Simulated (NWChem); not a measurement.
# Correlation energy of CF

```xyz
2

C      0.0000     0.0000     0.7631
F      0.0000     0.0000    -0.5087
```
Charge 0, spin multiplicity 2.

Everything below was run with NWChem. All single points use one geometry, from UB3LYP/def2-SVP, a minimum by its harmonic frequencies.

Basis set: cc-pVTZ. Each correlation energy counts from its own Hartree-Fock reference.

| method | correlation energy (mHa) |
|---|---|
| URI-MP2 | -352.2 |
| UMP2 | -352.2 |
| SCS-UMP2 | -345.6 |
| CCSD on UHF | -366.6 |
| CCSD[T] on UHF | -380.9 |
| CCSD(T) on UHF | -379.6 |
| CCSD on ROHF | -371.8 |
| CCSD[T] on ROHF | -386.5 |
| CCSD(T) on ROHF | -385.2 |

The values span 41.0 mHa, from CCSD[T] on ROHF (lowest) to SCS-UMP2 (highest). 

The correlated methods keep 2 core orbitals frozen. This spin state was chosen for the runs; another may lie lower. The structure started from a generated list of species. The unpaired electrons of the parent sit in orbitals of symmetry b2 (C2v labels of the run); other states weren't searched. The stability of the SCF solutions was not checked. Open-shell Hartree-Fock references start from PBE0 orbitals. Coupled-cluster values serve here as a point of comparison, not as the truth.
